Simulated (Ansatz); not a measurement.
Ansatz (an electronic-structure program) input (CCSD(T)/aug-cc-pVDZ):

Ansatz 0.2 input:
```yaml
crystal:
  periodic: [false, false, false]
  atoms:
    - {symbol: C, position_ang: [-0.70583532, -0.33943831, -0.62108635]}
    - {symbol: C, position_ang: [-1.31256885, 1.00222907, -0.84455458]}
    - {symbol: C, position_ang: [-1.56391205, -1.44235629, -0.10568798]}
    - {symbol: C, position_ang: [0.78327126, -0.43214677, -0.45764110]}
    - {symbol: C, position_ang: [1.21904126, 0.03817444, 0.90834876]}
    - {symbol: C, position_ang: [1.92910642, 1.13401479, 1.14449805]}
    - {symbol: H, position_ang: [-1.44425902, 1.55450737, 0.09915756]}
    - {symbol: H, position_ang: [-0.68483800, 1.62736178, -1.48407883]}
    - {symbol: H, position_ang: [-2.30166850, 0.92289885, -1.30256073]}
    - {symbol: H, position_ang: [-2.54093458, -1.45266235, -0.59589390]}
    - {symbol: H, position_ang: [-1.76262143, -1.34169259, 0.97397010]}
    - {symbol: H, position_ang: [-1.09662913, -2.41959310, -0.24911506]}
    - {symbol: H, position_ang: [1.10487247, -1.46952661, -0.60024141]}
    - {symbol: H, position_ang: [1.28530552, 0.17629335, -1.21612667]}
    - {symbol: H, position_ang: [0.87671746, -0.56398314, 1.74582389]}
    - {symbol: H, position_ang: [2.18570081, 1.44071763, 2.15060960]}
    - {symbol: H, position_ang: [2.28373809, 1.76281735, 0.33519465]}
basis:
  gaussian:
    orbitals: aug-cc-pVDZ
magnetization: {spin_polarized: true, initial_magnetization: 1}
correlation: {method: ccsd_t, electrons: outside_noble_gas}
output: {forces: true}
```

Output:

```
Functional definition: HF
integrals: 2.75 GiB planned
2353 factors; integrals over basis functions are off by at most 7.1e-4 eV
1.16 GiB of device memory are held for the factors and their scratch space
mean field: 1.76 GiB planned
mean field evaluation 1: about -6349.5403 eV, gradient 3.2e1 eV
mean field evaluation 2: about -6349.5458 eV, gradient 3.2e1 eV
mean field evaluation 4: about -6355.8270 eV, gradient 3.8e0 eV
mean field evaluation 8: about -6355.9708 eV, gradient 2.2e-1 eV
mean field evaluation 16: about -6355.9473 eV, gradient 1.2e0 eV
mean field evaluation 32: about -6355.9700 eV, gradient 8.6e-2 eV
mean field -6355.97171088 eV, -233.5776521426 hartree, gradient 2.8e-6 eV, S^2 0.764827; 3 other end points of the search recorded, 0 dependent functions left out
6 core orbitals not correlated
reference -6355.97171088 eV, -233.5776521426 hartree; 18, 17 occupied and 213, 214 virtual orbitals, 2353 factors
densities: 25.31 GiB planned
second order -23.04915014 eV of doubles, -0.00000000 eV of singles
coupled cluster: 17.76 GiB planned
cycle   1  -24.38399614 eV  change    -1.3e0 eV  update   1.1e-1
cycle   2  -25.04607125 eV  change   -6.6e-1 eV  update   3.3e-2
cycle   3  -25.17257353 eV  change   -1.3e-1 eV  update   1.5e-2
cycle   4  -25.17316805 eV  change   -5.9e-4 eV  update   5.0e-3
cycle   5  -25.17260214 eV  change    5.7e-4 eV  update   2.1e-3
cycle   6  -25.17256327 eV  change    3.9e-5 eV  update   7.6e-4
cycle   7  -25.17249820 eV  change    6.5e-5 eV  update   3.2e-4
cycle   8  -25.17255066 eV  change   -5.2e-5 eV  update   1.4e-4
cycle   9  -25.17253063 eV  change    2.0e-5 eV  update   5.4e-5
cycle  10  -25.17250116 eV  change    2.9e-5 eV  update   2.4e-5
cycle  11  -25.17251313 eV  change   -1.2e-5 eV  update   1.2e-5
cycle  12  -25.17251820 eV  change   -5.1e-6 eV  update   5.5e-6
cycle  13  -25.17252151 eV  change   -3.3e-6 eV  update   2.4e-6
cycle  14  -25.17252291 eV  change   -1.4e-6 eV  update   1.0e-6
cycle  15  -25.17252284 eV  change    6.7e-8 eV  update   4.8e-7
cycle  16  -25.17252272 eV  change    1.2e-7 eV  update   2.3e-7
cycle  17  -25.17252269 eV  change    3.6e-8 eV  update   1.1e-7
perturbative correction -0.90516306 eV, -0.0332641289 hartree
the calculation of the forces begins
1.16 GiB of device memory are held for the factors and their scratch space
Total energy: -6382.04939663 eV, -234.5359894177 hartree
Atom 0 at    -0.705835    -0.339438    -0.621086 Å, force     0.082404    -0.102023    -0.307281 eV/Å
Atom 1 at    -1.312569     1.002229    -0.844555 Å, force    -0.050464     0.142531     0.065620 eV/Å
Atom 2 at    -1.563912    -1.442356    -0.105688 Å, force    -0.076971    -0.075066     0.133779 eV/Å
Atom 3 at     0.783271    -0.432147    -0.457641 Å, force     0.052969    -0.036446    -0.025626 eV/Å
Atom 4 at     1.219041     0.038174     0.908349 Å, force    -0.690826    -0.999535    -0.194997 eV/Å
Atom 5 at     1.929106     1.134015     1.144498 Å, force     0.659967     1.019093     0.200771 eV/Å
Atom 6 at    -1.444259     1.554507     0.099158 Å, force    -0.047466     0.212432     0.402397 eV/Å
Atom 7 at    -0.684838     1.627362    -1.484079 Å, force     0.283066     0.259554    -0.293488 eV/Å
Atom 8 at    -2.301668     0.922899    -1.302561 Å, force    -0.424234    -0.045022    -0.209648 eV/Å
Atom 9 at    -2.540935    -1.452662    -0.595894 Å, force    -0.415586    -0.001030    -0.228742 eV/Å
Atom 10 at    -1.762621    -1.341693     0.973970 Å, force    -0.071059     0.056628     0.440801 eV/Å
Atom 11 at    -1.096629    -2.419593    -0.249115 Å, force     0.213721    -0.419241    -0.078589 eV/Å
Atom 12 at     1.104872    -1.469527    -0.600241 Å, force     0.136668    -0.441312    -0.065452 eV/Å
Atom 13 at     1.285306     0.176293    -1.216127 Å, force     0.218425     0.283648    -0.344856 eV/Å
Atom 14 at     0.876717    -0.563983     1.745824 Å, force    -0.158149    -0.287363     0.416372 eV/Å
Atom 15 at     2.185701     1.440718     2.150610 Å, force     0.121654     0.139407     0.477948 eV/Å
Atom 16 at     2.283738     1.762817     0.335195 Å, force     0.165881     0.293745    -0.389008 eV/Å
Dipole moment:    -0.053252    -0.022897     0.013517 e Å
```

It need not be the lowest isomer of its formula.
